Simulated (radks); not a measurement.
These are the eigenvalues of the occupied orbitals of an atom or ion with whole-number occupations (eV). All-electron calculation, scalar-relativistic Kohn-Sham, r2SCAN, spin-polarised, spherical densities, finite nucleus; meta-GGA in the generalised Kohn-Sham scheme; Fermi nuclear charge, rms radius of each element as measured or else 0.836 A^(1/3) + 0.57 fm. Program: a radial shooting solver on a logarithmic mesh with Libxc functionals.

orbital  eigenvalue
1s up     -484.8093
1s down   -483.6468
2s up      -90.0620

Which element is it, and in what charge state? The configuration may be excited. Open shells, if any, are filled with parallel spins first.

Answer. Z = 7, nitrogen, charge +4: N4+ in [He] 2s1. The list shows which subshells hold electrons but not how many an open one holds; the 1s level, -17.816 hartree, gives Z - s = 6.0 by -(Z - s)^2/2, which with screening and relativity narrows Z to a few neighbours, and the depths of the outer levels then fix element, charge and occupations together.
